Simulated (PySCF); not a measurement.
From computed data to an observable: oscillator strength and radiative lifetime

Si(F)2(Br)(NH2) (BrF2H2NSi), SMILES N[Si](F)(Br)F.

Geometry: PBE0-D3(BJ)/def2-SVP. The structure was generated by enumeration, and PubChem lists no compound with its InChIKey, so it may never have been made. Other conformers were not sampled.

TDA-PBE/def2-SVPD run with PySCF 2.14.0 puts the first singlet state with f over 0.02 at 6.12 eV (vertical), with the transition dipole (0.218, 0.566, 0.000) in atomic units.

Task: Find the oscillator strength, the wavelength and the radiative lifetime that this transition would have in vacuum if emission retraced absorption.

Result: 
|μ|² = 0.3679 au, so |μ| = 1.54 D. ΔE = 6.12/27.211 = 0.2249 hartree. f = (2/3) ΔE |μ|² = 0.055 (the program prints 0.055).
λ = 1239.84/6.12 = 203 nm; ν = 49361 cm⁻¹.
Einstein's coefficient A = 0.6670 ν² f s⁻¹ (ν in cm⁻¹) = 9.0e7 s⁻¹, so τ = 1/A = 11 ns. This state is S1. The figure is the radiative limit of this one transition; relaxation, internal conversion, crossing to triplets and a medium change what is measured.
